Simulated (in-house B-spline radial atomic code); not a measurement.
Configurations of Sm³⁺, with energies counted from [Xe] 4f5. All numbers are computed (scalar-relativistic (X2C) wB97X, spin-polarised, spherical fractional occupations, exact exchange averaged over the configuration; Fermi nucleus of rms radius 5.0819 fm) with an all-electron radial atomic-structure program (B-spline basis), not measured. Shells without spins written out take the highest spin.

Occupations are held fixed; configurations that lie above the ionisation limit could autoionise.

```json
{"configuration": "[Xe] 4f4 6s1", "E - E(ref) (eV)": "15.538", "highest orbital": "6s up", "its <r> (bohr)": "3.075"}
{"configuration": "[Kr] 4d10 4f6 5s2 5p5", "E - E(ref) (eV)": "16.32", "highest orbital": "4f up", "its <r> (bohr)": "0.93"}
{"configuration": "[Xe] 4f4 6d1", "E - E(ref) (eV)": "27.541", "highest orbital": "6d up", "its <r> (bohr)": "4.832"}
{"configuration": "[Kr] 4d9 4f5 5s2 5p6 6s1", "E - E(ref) (eV)": "140.23", "highest orbital": "6s up", "its <r> (bohr)": "3.066"}
```

(1) Order these further configurations by energy, lowest first.
A. [Kr] 4d10 4f5 5s2 5p5 6s1
B. [Kr] 4d9 4f5 5s2 5p6 6p1
C. [Xe] 4f4 6p1
D. [Kr] 4d10 4f5 5s2 5p5 6d1

Answers

(1) C (20.996 eV), A (28.106 eV), D (39.957 eV), B (145.71 eV).
